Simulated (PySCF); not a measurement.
B(F)(Br)(vinyl) (C₂H₃BBrF), SMILES C=CB(Br)F.

Geometry optimised at PBE0-D3(BJ)/def2-SVP. This is a generated structure with no PubChem entry under its InChIKey; it may be hypothetical. One conformer was computed; it need not be the lowest.

Two levels are set side by side: PBE/def2-TZVP (PySCF) and PBE0/def2-TZVP (PySCF). Same geometry, gas phase. Differences are taken from unrounded values.

```json
[
 {"quantity": "orbital gap (eV)", "PBE0": "6.44"},
 {"quantity": "highest occupied level (eV)", "PBE0": "-8.40"},
 {"quantity": "lowest empty level (eV)", "PBE0": "-1.96"},
 {"quantity": "dipole moment (D)", "PBE0": "2.13"},
 {"quantity": "mean polarisability (bohr³)", "PBE0": "56.3"}
]
```

Question: What does PBE give, and how far is it from PBE0? (The exact figures need the calculation; the answer reports its results.)

Answer: 
```json
[
 {"quantity": "orbital gap (eV)", "PBE": "4.35", "PBE minus PBE0": "-2.09"},
 {"quantity": "highest occupied level (eV)", "PBE": "-7.24", "PBE minus PBE0": "1.16"},
 {"quantity": "lowest empty level (eV)", "PBE": "-2.89", "PBE minus PBE0": "-0.93"},
 {"quantity": "dipole moment (D)", "PBE": "1.98", "PBE minus PBE0": "-0.15"},
 {"quantity": "mean polarisability (bohr³)", "PBE": "58.3", "PBE minus PBE0": "2.0"}
]
```

Without exact exchange PBE keeps part of each electron's self-repulsion, which lifts occupied levels and narrows the gap. PBE's more diffuse valence density responds more strongly to a field. Differences between two approximate levels are no errors against the true value.

Rough cost on one machine, each run with all the roots and properties that it gave: PBE0 against PBE within a factor of 2.
